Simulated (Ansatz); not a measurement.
`CB(C)[SeH]` + H₂O → `CB(O)[SeH]` + CH₄ at 500 K and 1 bar (formal hydrolysis of a B–C bond).

Program: Ansatz. Geometries: PBE0-D4/def2-TZVP. ΔE: electronic, gas phase. CCSD(T)/CBS adds triple-zeta CCSD(T) − MP2 to the extrapolated MP2 energy (def2 sets, frozen cores). This one scheme is used for every species. For Se outer-core shells are correlated without core-valence functions, which leaves a few kJ/mol of doubt a bond. Scalar relativity is left out up to krypton. Each species was taken in one conformer, which may not be the lowest.

```tsv
species	CCSD(T)/CBS energy (Eh)	H − E (kJ/mol)	S (J/(mol·K))
`CB(C)[SeH]`	-2505.86300	269.4	403.7
H₂O	-76.37941	73.2	206.3
`CB(O)[SeH]`	-2541.82476	208.3	385.5
CH₄	-40.46206	135.6	206.8
```

H − E and S are ideal-gas, rigid-rotor, harmonic terms from PBE0-D4/def2-TZVP, for one conformer and one mirror image of each species. 1 Eh = 2625.50 kJ/mol, R = 8.31446 J/(mol·K).

**Question.** By hand: ΔE, ΔH, ΔS and ΔG.

**Answer.** ΔE = (-2541.82476) + (-40.46206) − (-2505.86300) − (-76.37941) = -0.04441 Eh = -116.6 kJ/mol. Δ(H − E) = 208.3 + 135.6 − 269.4 − 73.2 = 1.3, so ΔH = -115.3 kJ/mol. ΔS = 385.5 + 206.8 − 403.7 − 206.3 = -17.7 J/(mol·K). ΔG = -115.3 − 500 × (-17.7)/1000 = -106.5 kJ/mol.

**Question.** By hand: the equilibrium constant, and the temperature at which ΔG would vanish if ΔH and ΔS stayed fixed.

**Answer.** log₁₀ K = −ΔG/(RT ln 10) = 11.1. ΔG = 0 at ΔH/ΔS = 6514 K, far beyond where these terms or the molecules hold.

ΔH outweighs TΔS. A doubt of 5 kJ/mol in ΔE shifts log₁₀ K by 0.5 here. Other conformers and mirror images would add mixing entropy, several J/(mol·K) or more a flexible species. Modes under 60 cm⁻¹, often nearly free rotors, make the harmonic entropy too high. These are equilibria of isolated gas molecules and say nothing of rates. Largest T1 diagnostic: 0.011 (customary marks: 0.02 for closed shells, 0.045 for open ones).
